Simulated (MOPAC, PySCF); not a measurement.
HCl3Si, SMILES `Cl[SiH](Cl)Cl`, neutral singlet in the gas phase. 

Z-matrix (Å, degrees):
```
Si
H 1 1.4634
Cl 1 2.0409 2 109.41
Cl 1 2.0409 2 109.41 3 -120.00
Cl 1 2.0409 2 109.41 3 120.00
```
Charge 0, multiplicity 1.

All levels are single points at this geometry (B3LYP-D3(BJ)/def2-TZVP); Pople sets use spherical d functions. Orbital energies aren't observables, and empty levels follow the basis.

AM1 in MOPAC gives gap (eV) = 10.62.

**Question.** Estimate the gap (eV) from each of these levels: B3LYP-D3(BJ)/def2-TZVP in PySCF; PBE-D3(BJ)/def2-TZVP in PySCF; B3LYP/3-21G in PySCF; B3LYP/6-31G* in PySCF; B3LYP/LANL2DZ in PySCF; BP86/6-31G* in PySCF; PBE/6-31G* in PySCF; HF/STO-3G in PySCF.

**Answer.** 
```tsv
level	gap (eV)
B3LYP-D3(BJ)/def2-TZVP in PySCF	8.63
PBE-D3(BJ)/def2-TZVP in PySCF	6.76
B3LYP/3-21G in PySCF	8.32
B3LYP/6-31G* in PySCF	8.64
B3LYP/LANL2DZ in PySCF	8.36
BP86/6-31G* in PySCF	6.77
PBE/6-31G* in PySCF	6.77
HF/STO-3G in PySCF	17.67
```
